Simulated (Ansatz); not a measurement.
Consider the formal hydrolysis of the Al–C bond: `[CH3][AlH][Se]C` + H₂O → `C[Se][AlH][OH]` + CH₄.

Gas-phase electronic energies from Ansatz, PBE0-D4/def2-TZVP geometries. CCSD(T)/CBS is the MP2 limit (def2-TZVPP, def2-QZVPP) plus CCSD(T) − MP2 in def2-TZVPP, frozen cores. This one scheme is used for every species. DFT in def2-TZVPP. For Se outer-core shells are correlated without core-valence functions, which leaves a few kJ/mol of doubt a bond. Scalar relativity is left out up to krypton. One conformer a species, not always the lowest.

```
             level  ΔE (kJ/mol)  difference from CCSD(T)/CBS
         r2SCAN-D4       -145.0                         -5.0
           ωB97X-V       -142.7                         -2.7
    MP2/def2-TZVPP       -144.7                         -4.7
SCS-MP2/def2-TZVPP       -147.4                         -7.4
   CCSD/def2-TZVPP       -143.3                         -3.3
CCSD(T)/def2-TZVPP       -141.9                         -1.9
     HF/def2-QZVPP       -154.7                        -14.7
      HF/CBS(def2)       -154.8                        -14.8
     MP2/CBS(def2)       -142.8                         -2.8
    CCSD/CBS(def2)       -141.3                         -1.3
       CCSD(T)/CBS       -140.0                            0
```

Largest T1 diagnostic among the species: 0.010.

The D4 term adds +3.9 kJ/mol with B3LYP and +2.4 kJ/mol with PBE0; it sums over pairs of atoms, weighted by their polarisabilities, and B3LYP, whose exchange is more repulsive, gets the larger term. In def2-TZVPP, CCSD(T) changes the Hartree–Fock value by +12.5 kJ/mol (the triples alone add +1.3 kJ/mol) and MP2 by +9.7 kJ/mol.

B3LYP here is the variant with VWN-RPA as its local correlation; programs differ in this.
